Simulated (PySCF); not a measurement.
## AuH: mean field, correlation and small terms against distance

State: ¹Σ⁺, singlet, closed shell. RHF-based CCSD(T) in PySCF 2.14 with H cc-pVTZ, Au cc-pVTZ-PP with ECP60 and H cc-pVQZ, Au cc-pVQZ-PP with ECP60 (frozen core orbitals: 4; scalar-relativistic core potentials). Correlation energies are extrapolated as n⁻³ (n = 3, 4), Hartree–Fock as (n+1)·exp(−9√n). CV is the change on freezing 0 orbitals instead, in H cc-pVTZ, Au cc-pwCVTZ-PP with ECP60. All energies in eV from H + Au (5d10 6s1).

```tsv
R (Å)	HF/CBS	CCSD corr.	(T)	CV	total
1.3666	-1.255	-1.442	-0.1062	-0.1019	-2.905
1.4287	-1.522	-1.390	-0.1053	-0.0986	-3.116
1.4908	-1.668	-1.340	-0.1041	-0.0941	-3.206
1.5529	-1.723	-1.291	-0.1026	-0.0888	-3.205
1.6150	-1.710	-1.245	-0.1012	-0.0828	-3.139
1.6927	-1.625	-1.193	-0.0997	-0.0748	-2.992
1.7703	-1.488	-1.147	-0.0989	-0.0666	-2.800
```

A fit to the total gives Re = 1.5204 Å, De = 3.215 eV, ωe = 2326.5 cm⁻¹, Be = 7.273 cm⁻¹ (masses 1.0078 and 196.9666 u).

At R = 1.4908 Å the CCSD correlation energy is -0.401323 hartree in the smaller basis and -0.431715 in the larger. Extrapolate it.

(4³·E4 − 3³·E3)/(4³ − 3³) = -0.45389 hartree; the larger basis holds 95.1 % of it.

The T1 diagnostic is 0.032, large enough to doubt a single reference. The open-shell atoms are computed with UHF. Spin–orbit coupling, excitations beyond (T) and corrections to the Born–Oppenheimer picture are left out.
